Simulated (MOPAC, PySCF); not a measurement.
H₂AlCl, SMILES `[AlH2][Cl]`, neutral singlet in the gas phase. 

Z-matrix (Å, degrees):
```
Al
H 1 1.5724
H 1 1.5725 2 124.87
Cl 1 2.1037 2 117.57 3 -179.98
```
Charge 0, multiplicity 1.

All levels are single points at this geometry (TPSSh-D3(BJ)/def2-TZVP); Pople sets use spherical d functions. Orbital energies aren't observables, and empty levels follow the basis.

TPSSh-D3(BJ)/def2-TZVP in PySCF gives HOMO (eV) = -7.98.

**Question.** Estimate the HOMO (eV) from each of these levels: PBE-D3(BJ)/def2-TZVP in PySCF; B3LYP/6-31G* in PySCF; B3LYP/LANL2DZ in PySCF; M06-2X/6-31G* in PySCF; PM3 in MOPAC.

**Answer.** 
```csv
level,HOMO (eV)
PBE-D3(BJ)/def2-TZVP in PySCF,-7.27
B3LYP/6-31G* in PySCF,-8.32
B3LYP/LANL2DZ in PySCF,-8.36
M06-2X/6-31G* in PySCF,-9.76
PM3 in MOPAC,-10.56
```
